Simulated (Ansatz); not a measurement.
Geometry optimisation, Ansatz, RHF/def2-SVP.

Input file:

```yaml
crystal:
  periodic: [false, false, false]
  atoms:
    - { symbol: Ge, position_ang: [0.0, 0.0, 0.0] }
    - { symbol: H, position_ang: [0.0, 0.0, 1.9] }
    - { symbol: H, position_ang: [1.4616, 0.0, -0.5162] }
    - { symbol: H, position_ang: [-0.73, 1.2648, -0.5162] }
    - { symbol: F, position_ang: [-0.7913, -1.3709, -0.5594] }
    - { symbol: S, position_ang: [-2.4199, 0.0, 0.8041] }
    - { symbol: H, position_ang: [-3.1755, -0.8728, 0.0121] }
    - { symbol: H, position_ang: [-0.9767, 0.0, 1.9513] }
basis:
  gaussian: { orbitals: def2-SVP }
hamiltonian:
  xc: hf
relax:
  f_tol: 0.15
  max_steps: 25
  restrain:
    - { distance: [0, 5], at: 2.25, k: 30.0 }
    - { distance: [7, 1], at: 0.66, k: 30.0 }
    - { distance: [0, 1], at: 2.75, k: 30.0 }
    - { distance: [7, 5], at: 2.6, k: 30.0 }
```

Run as:

```bash
$ ansatz run input.yaml --threads 1 --pin off --max-ram 2048MiB --backend cpu --events-out ev --progress --plain --runs-dir out
```

Where does it end, and by what steps?

The forces met the threshold. The restraints hold the end off the free minimum. After 13 steps the energy has fallen by 5.104 eV (the restraints' own energy left out); H3 moved furthest, 1.41 Å. Joined: H2–H8 (0.98 → 0.71 Å).

| step | energy less start (eV) | largest force component (eV/Å) | accepted |
| --- | --- | --- | --- |
| 0 | 0.0000 | 2.837 | yes |
| 1 | -0.7815 | 2.796 | yes |
| 2 | -1.3758 | 4.129 | yes |
| 3 | -2.7310 | 3.270 | yes |
| 4 | -3.5055 | 2.084 | yes |
| 5 | -4.1020 | 0.905 | yes |
| 6 | -4.5517 | 0.799 | yes |
| 7 | -4.7827 | 0.813 | yes |
| 8 | -4.9582 | 1.160 | yes |
| 9 | -5.0354 | 1.238 | yes |
| 10 | -5.0757 | 1.371 | yes |
| 11 | -5.1006 | 1.417 | yes |
| 12 | -5.1106 | 0.793 | no |
| 13 | -5.1042 | 1.492 | yes |

```xyz
8
Properties=species:S:1:pos:R:3
Ge -0.497 -0.193 -0.294
H 0.154 0.730 2.220
H 0.720 -0.953 0.210
H -0.259 1.294 -0.506
F -0.882 -0.845 -1.848
S -2.310 -0.601 0.959
H -3.037 -1.028 -0.078
H -0.521 0.617 2.413
```

Time of the run: 32 s on 1 thread of Arm Neoverse V1, on a shared host, peak memory 0.17 GiB.
